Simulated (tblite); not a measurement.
Compound: C3H11NO2Si (charge +1 and doublet state).
SMILES with atom numbers: `[CH3:1][CH:2]([CH3:3])[O:4][Si@H:5]([NH2+:6])[OH:7]` (hydrogens: H8, H9, H10 on C1; H11 on C2; H12, H13, H14 on C3; H15 on Si5; H16, H17 on N6; H18 on O7)

The geometry is computed with GFN2-xTB (gas phase). This method treats the open shell by occupation alone, without spin polarisation.

(1) Give the optimised bond lengths and angles.

Answers

(1) 
| bond | length (Å) |
| --- | --- |
| C1–C2 | 1.531 |
| C2–C3 | 1.512 |
| C2–O4 | 1.382 |
| O4–Si5 | 1.613 |
| Si5–N6 | 1.723 |
| Si5–O7 | 1.601 |
| C1–H8, C1–H9, C1–H10 | 1.087 |
| C2–H11 | 1.112 |
| C3–H12, C3–H13, C3–H14 | 1.088 |
| Si5–H15 | 1.474 |
| N6–H16 | 1.008 |
| N6–H17 | 1.009 |
| O7–H18 | 0.955 |

Bonds in one row agree within 0.01 Å and their mean is given. A selection of angles:
| angle | degrees |
| --- | --- |
| C2–C1–H8 | 110.5 |
| C2–C1–H9 | 111.0 |
| C2–C1–H10 | 108.2 |
| H8–C1–H9 | 109.1 |
| C1–C2–C3 | 114.2 |
| C1–C2–O4 | 111.0 |
| C1–C2–H11 | 105.2 |
| C3–C2–O4 | 113.9 |
| C3–C2–H11 | 107.8 |
| O4–C2–H11 | 103.8 |
| C2–C3–H12 | 110.6 |
| C2–C3–H14 | 109.5 |
| H12–C3–H13 | 109.3 |
| H13–C3–H14 | 107.2 |
| C2–O4–Si5 | 137.6 |
| O4–Si5–N6 | 105.9 |
| O4–Si5–O7 | 112.5 |
| O4–Si5–H15 | 102.6 |
| N6–Si5–O7 | 114.9 |
| N6–Si5–H15 | 109.8 |
| O7–Si5–H15 | 110.3 |
| Si5–N6–H16 | 121.4 |
| Si5–N6–H17 | 120.5 |
| H16–N6–H17 | 110.8 |
| Si5–O7–H18 | 129.2 |

Dihedral angles: C1–C2–O4–Si5 85° (synclinal); C2–O4–Si5–N6 146° (anticlinal); H18–O7–Si5–O4 161° (antiperiplanar).

O7 (oxygen bonded to Si and H) is bent (angle 129.2°). N6 (nitrogen bonded to Si and 2 H) has angles 121.4°, 120.5° and 110.8°, sum 352.7°, 0.19 Å off the plane of its three neighbours. Of the pairs four or more bonds apart, O7···H14 is among the closest relative to their van der Waals radii: 2.46 Å, 91 % of the sum of Bondi's values. Si5 (silicon bonded to N, 2 O and H) is distorted tetrahedral (angles from 102.6° to 114.9°).

Point group: C1 (no symmetry element, even within 0.4 Å). Its GFN2-xTB frequencies are all real (lowest 30 cm⁻¹). Torsions: C1–C2–O4–Si5 85°, C2–O4–Si5–N6 146°, O4–Si5–N6–H 173° and 25°, O4–Si5–O7–H 161°.

One conformer stands for the species.
